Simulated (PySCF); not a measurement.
MGe cations for M along the chalcogens

PBE0 with triple-zeta basis sets in PySCF, for the lowest determinant that a PBE0 search found; no spin–orbit coupling. De refers to high-spin ground-configuration atoms (the charge goes to the atom of lower measured ionisation energy or higher electron affinity, which is not always the lowest computed limit). A positive dipole points towards Ge; it is taken about the centre of mass and depends on that origin.

```csv
M,basis,charged atom,state (unpaired electrons),Re (Å),ωe (cm⁻¹),De (eV),μ (D)
O,cc-pVTZ-PP/cc-pVTZ,Ge+,doublet (π ↑),1.771,748,3.79,2.11
Se,def2-TZVPPD,Ge+,doublet (π ↑),2.293,330,3.54,2.40
Te,def2-TZVPPD,Ge+,doublet (π ↑),2.486,271,3.40,2.64
```

The shortest bond is that of GeO⁺ (1.771 Å), the longest that of GeTe⁺ (2.486 Å).

The rows differ in basis set, which adds steps of its own.

Down a group the atoms grow and get heavier, so bonds lengthen and wavenumbers fall; this series shows no clear exception.

These are scalar-relativistic numbers at best; spin–orbit coupling would shift them, the dissociation energy most. For an ion De counts to the pair picked by the measured ionisation energies or electron affinities, which need not be the lowest pair at this level. States were picked by a PBE0 search and need not be the measured ground states.
